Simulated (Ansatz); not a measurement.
`CB(Cl)[SeH]` + `C[CH2][Ge][OH]` → `C[CH2][Ge][O]C` + `ClB[SeH]`  (substitution at a C–B bond)

Program: Ansatz. Geometries: PBE0-D4/def2-TZVP. ΔE: electronic, gas phase. CCSD(T)/CBS adds triple-zeta CCSD(T) − MP2 to the extrapolated MP2 energy (def2 sets, frozen cores). For Ge, Se outer-core shells are correlated without core-valence functions, which leaves a few kJ/mol of doubt a bond. Scalar relativity is left out up to krypton. One conformer a species, not always the lowest.

| species | CCSD(T)/def2-SVP energy (Eh) |
| --- | --- |
| `CB(Cl)[SeH]` | -2924.47106 |
| `C[CH2][Ge][OH]` | -2229.82573 |
| `C[CH2][Ge][O]C` | -2268.97753 |
| `ClB[SeH]` | -2885.28674 |

Work out ΔE.

ΔE = (-2268.97753) + (-2885.28674) − (-2924.47106) − (-2229.82573) = 0.03252 Eh = +0.88 eV. CCSD(T)/CBS gives +1.06 eV.

What do rigid-rotor, harmonic-oscillator terms from PBE0-D4/def2-TZVP frequencies (298.15 K, 1 bar) make of the CCSD(T)/CBS value? (An estimate is asked.)

Ansatz gave: ΔZPE = 0.00 eV, ΔH = +1.06 eV, ΔS = 4 J/(mol·K), ΔG = +1.05 eV. Modes under 50 cm⁻¹ make the entropy rough.

Largest T1 diagnostic among the species: 0.014.

From BLYP to BHLYP (50 % exact exchange), in def2-TZVPP and without D4, ΔE moves by +0.06 eV. At CCSD(T), def2-SVP lies −0.18 eV from the extrapolated value and def2-TZVPP −0.03 eV. In def2-TZVPP, CCSD(T) changes the Hartree–Fock value by +0.11 eV (the triples alone add +0.00 eV) and MP2 by +0.18 eV.
